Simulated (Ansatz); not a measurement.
System (SMILES): ClBr (Cl-Br).
Atoms: Cl1, Br2. Bonds: Cl1-Br2.

Basis-set convergence of the highest harmonic wavenumber at HF with Ansatz (a quantum-chemistry and plane-wave program). Each level at its own minimum, finite differences of forces, unscaled; the reference is a large set that could be run, not a limit. All functions are spherical. The program fits the integrals of some runs and decomposes those of others, by size. No added dispersion term, no relativity. Reference: the value in pcseg-3, 487 cm⁻¹, itself unsure by roughly 1 cm⁻¹ (its mean distance from def2-QZVPP, cc-pV(Q+d)Z, aug-pcseg-2). Deviations are taken from unrounded values. Cost is core time over that of pcseg-1, rough, on shared machines of one kind.

| basis | functions | highest harmonic wavenumber (cm⁻¹) | minus reference (cm⁻¹) | cost |
|---|---|---|---|---|
| pcseg-0 | 35 | 442 | -45 | 0.6× |
| pcseg-1 | 45 | 463 | -24 | 1× |
| aug-pcseg-1 | 63 | 467 | -19 | 2× |
| pcseg-2 | 77 | 482 | -5 | 3× |
| aug-pcseg-2 | 109 | 485 | -2 | 4× |
| pcseg-3 | 132 | 487 | 0 | 7× |

The smallest set listed that lies within 10 cm⁻¹ of the reference with all its larger relatives (same family, alike in diffuse functions; a set with none counts only in the reference's own line) is pcseg-2 (77 functions, 3× in cost, -5 cm⁻¹ off). Inside, with no larger relative to test it: aug-pcseg-2.
